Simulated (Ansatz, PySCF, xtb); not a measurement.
Process, species as SMILES: [I][Ge][I] + 3 [H][H] (H2) → [GeH4] (GeH4) + 2 I (HI)
Structures are relaxed separately at B3LYP-D3(BJ)/def2-TZVP in Ansatz (a program for electronic structure). Frequencies are from Ansatz or PySCF.

Property: energy of full hydrogenation (enthalpy at 298 K, with B3LYP-D3(BJ) rigid-rotor harmonic-oscillator terms), in kcal/mol. Correlated levels leave the core frozen unless marked. No spin-orbit coupling. Frozen are the shells of the preceding noble gas and the d and f shells that filled before the atom's block. Past Kr the def2 sets carry scalar-relativistic core potentials. CBS marks a two-point X^-3 extrapolation of the correlation energy; Hartree-Fock from the larger set. The bracket is a focal-point correction in the basis named.

```
level                            program  energy of full hydrogenation (kcal/mol)
------------------------  --------------  ---------------------------------------
GFN2-xTB                             xtb                                     32.8
HF/def2-QZVPP                     Ansatz                                      7.5
r2SCAN-D3(BJ)/def2-TZVPD  Ansatz + dftd3                                     19.3
B3LYP-D3(BJ)/def2-TZVPD   Ansatz + dftd3                                     24.2
```

**Question.** Estimate the value at RI-MP2/CBS(def2-TZVPPD,def2-QZVPPD)+[CCSD(T)-MP2]/def2-TZVPPD as computed with Ansatz.

**Answer.** 18.0 kcal/mol
